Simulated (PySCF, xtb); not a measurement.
CsI, SMILES [Cs][I].

GFN2-xTB run with xtb 6.7.1 at its own geometry gives an orbital gap of 2.40 eV and a dipole moment of 10.90 D.

The structure is a stationary point at B3LYP-D3(BJ)/def2-TZVPD. The def2 effective core potentials stand for the cores of Cs, I; spin–orbit coupling is left out.

Problem. What does ωB97X/def2-TZVPD (PySCF) give? (Estimate from the structure and the level; the computed values follow.)

Solution. gap 7.29 eV (levels -7.43 and -0.14 eV), dipole 12.29 D.
